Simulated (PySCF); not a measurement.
# Unknown compound

An unknown has the formula C4H8FNSi2. Its calculated NMR data are:

¹H NMR (600 MHz, computed): δ 5.71 (m, 2H), 4.45 (s, 3H), 4.16 (s, 3H).

¹³C{¹H} NMR (computed): δ 177.0 (C), 124.9 (C), 123.8 (C), 92.9 (CH2).

Fast rotation and ring inversion assumed for equivalent nuclei, isolated molecule, one conformer, non-relativistic Hamiltonian. GFN2-xTB geometry; NMR shieldings at PBE0/pcSseg-1/GIAO; PySCF 2.14.0 with density-fitted response routines.

Chemical shifts δ = σref − σ; TMS for ¹H, ¹³C, all at this level.

Task: Which of these isomers gave the spectra?
A. [H]/N=C\[C@H]([SiH3])C#C[SiH2]F
B. C[Si@H]([SiH3])/C(C#N)=C\F
C. N#C[C@@H](F)/C([SiH3])=C/[SiH3]
D. N#C/C([SiH3])=C(\[SiH3])CF

Result: D. 

- Rings plus π bonds: 3 (no ring in the answer).
- 4 carbon signals for 4 carbons: no two carbons are equivalent.
- Carbon types of the structure: 3 × C, 1 × CH2, leaving 6 H on heteroatoms.
- δC 177.0, 123.8: fully substituted alkene carbon.
- δC 124.9: nitrile carbon; C≡N carbons fall here, among the sp2 signals but without a proton.
- δC 92.9: allylic sp3 CH2 bonded to F; deshielded by the electronegative neighbour.
- δH 5.71: hydrogen on an allylic sp3 CH2 bonded to F; its carbon carries F, an electronegative neighbour.
- δH 4.45, 4.16: hydrogen on a silicon bonded to C.

The others: N#C[C@@H](F)/C([SiH3])=C/[SiH3] would give 4 signals for carbon-bound and other non-exchanging H, not 3; C[Si@H]([SiH3])/C(C#N)=C\F would give 4 signals for carbon-bound and other non-exchanging H, not 3; [H]/N=C\[C@H]([SiH3])C#C[SiH2]F would give 5 signals for carbon-bound and other non-exchanging H, not 3.

Splittings by ¹⁹F in the carbon and heteronuclear signals aren't shown, as no couplings were computed. Shifts are as computed. Against solution values, carbons near 30 ppm lie about +3 ppm off and those near 130 ppm about +5 ppm. Of 1211 compounds with measured shifts, 218 miss one by over three times the rms of a fit or turn the order of signals round; such compounds aren't used in these exercises. Multiplicities follow the n + 1 count of equivalent neighbours, as no J values were calculated; m marks all less simple cases, F and P coupling included.
